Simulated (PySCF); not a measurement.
I₂Sn, triplet, at a GFN2-xTB geometry (such geometries of metal compounds can be far from the true shape) (the spin is typed, not shown lowest) (core potentials on I, Sn). Base run: PySCF with M062X/def2-SVP.

The PySCF input:
```python
from pyscf import gto, scf, dft, solvent

mol = gto.Mole()
mol.atom = '''
    Sn    0.040516    0.027288    1.537001
    I     0.872173   -1.509753   -0.721919
    I    -0.910395    1.484010   -0.728082
'''
mol.basis = 'def2-svp'
mol.ecp = {'I': 'def2-svp', 'Sn': 'def2-svp'}
mol.charge = 0
mol.spin = 2
mol.verbose = 4
mol.build()

mf = dft.UKS(mol)
mf.xc = 'm062x'
mf.kernel()
mf.analyze()
```

Each row names what was changed in the base input (with any setting that the change needs).

```
change                                                ΔE vs base (kcal/mol)  dipole (D)
----------------------------------------------------  ---------------------  ----------
base                                                                  0.000        1.74
model = SS(V)PE; solvent = water                                     -18.03        4.67
model = COSMO; solvent = water                                       -18.03        4.67
model = IEF-PCM; solvent = toluene                                   -30.35        1.79
model = IEF-PCM; solvent = water; vdw_scale = 1.1                    -19.69        5.10
model = IEF-PCM; solvent = dichloromethane                           -17.22        4.37
model = IEF-PCM; solvent = water; vdw_scale = 1.4                    -30.55        1.98
model = ddCOSMO; solvent = water                                     -19.32        5.09
model = C-PCM; solvent = water                                       -18.07        4.68
model = IEF-PCM; solvent = chloroform                                -30.75        1.97
model = IEF-PCM; solvent = water; vdw_scale = 1.0                    -33.71        2.47
model = IEF-PCM; solvent = water; lebedev_order = 11                 -17.94        4.64
```

The base is the gas phase, so ΔE is the electrostatic part of solvation at a fixed geometry, without cavity and dispersion terms.

Open shells are given as the SCF converged; they aren't shown to be the lowest states, and a large step between rows can be another state.
